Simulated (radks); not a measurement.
Values are calculated unless marked as measured or tabulated.
How relativity changes the ionisation of the mercury ion Hg2+ ([Xe] 4f14 5d10) to Hg3+ ([Xe] 4f14 5d9). Spin-unpolarised spherical Kohn-Sham, PBE, point nucleus unless stated (finite: rms radius 5.4648 fm), a radial shooting solver on a logarithmic mesh with Libxc functionals. A level marked "c x" has the speed of light scaled by that factor and shares open shells by 2j + 1; other Dirac levels either fill j = l - 1/2 first or share by 2j + 1.

non-rel.: E(Hg2+) (hartree) -18411.8371; E(Hg3+) (hartree) -18410.4969; IE (eV) 36.469; HOMO 5d; <r> HOMO (bohr) 1.421
scalar-rel.: E(Hg2+) (hartree) -19621.6218; E(Hg3+) (hartree) -19620.3162; IE (eV) 35.526; HOMO 5d; <r> HOMO (bohr) 1.442
scalar-rel., finite nucleus: E(Hg2+) (hartree) -19616.8850; E(Hg3+) (hartree) -19615.5794; IE (eV) 35.527; HOMO 5d; <r> HOMO (bohr) 1.442
Dirac, 2j+1 shares: E(Hg2+) (hartree) -19661.0633; E(Hg3+) (hartree) -19659.7576; IE (eV) 35.530; HOMO 5d5/2; <r> HOMO (bohr) 1.465
Dirac, low j first: E(Hg2+) (hartree) -19661.0633; E(Hg3+) (hartree) -19659.7880; IE (eV) 34.703; HOMO 5d5/2; <r> HOMO (bohr) 1.465
Dirac, 2j+1 shares, finite nucleus: E(Hg2+) (hartree) -19656.2698; E(Hg3+) (hartree) -19654.9640; IE (eV) 35.531; HOMO 5d5/2; <r> HOMO (bohr) 1.465
Dirac, c x 0.85: E(Hg2+) (hartree) -20302.9006; E(Hg3+) (hartree) -20301.6064; IE (eV) 35.216; HOMO 5d5/2; <r> HOMO (bohr) 1.484
Dirac, c x 5: E(Hg2+) (hartree) -18453.7190; E(Hg3+) (hartree) -18452.3803; IE (eV) 36.429; HOMO 5d5/2; <r> HOMO (bohr) 1.422
Dirac, c x 100: E(Hg2+) (hartree) -18411.9411; E(Hg3+) (hartree) -18410.6009; IE (eV) 36.469; HOMO 5d5/2; <r> HOMO (bohr) 1.421

NIST Atomic Spectra Database: 34.49 eV (measured). The relativistic part of the total energy of Hg2+ is -1244 hartree (Dirac, 2j+1 shares, finite nucleus), 6.8 % of the non-relativistic value. Spin polarisation and multiplet splitting of open shells are left out at every level.

Beside tabulated values, note that relativity, absent from the non-relativistic runs, is large for the heavy elements, and spin-unpolarised runs miss the spin-polarisation part of the exchange energy of open shells.
